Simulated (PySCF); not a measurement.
# Electron correlation in Cu (copper, neutral)

[Ar] 3d10 4s1, 2S determinant. All numbers are calculated (PySCF 2.14, scalar relativity by spin-free X2C-1e, in x2c-SVPall (5s3p3d1f, 36 functions)). Frozen: [Ar]; 11 electrons correlated.

MP2 pair energies summed by pair of shells (mhartree):

| pair | energy | share (%) |
| --- | --- | --- |
| 3d-3d | -285.98 | 96.4 |
| 3d-4s | -10.55 | 3.6 |

Total MP2 correlation energy: -296.53 mhartree.

Same-spin part -113.62 and opposite-spin part -182.91 mhartree; SCS-MP2 scales them by 1/3 and 6/5 to -257.37 mhartree.

| level | correlation energy (mhartree) |
| --- | --- |
| CCSD | -261.50 |
| (T) | -14.53 |
| CCSD(T) | -276.03 |

Diagnostics: T1 = 0.022, D1 = 0.0329, largest double amplitude 0.034.

Problem. Is a single reference adequate?

Solution. Yes: T1 lies below 0.03 and no double amplitude reaches 0.07.
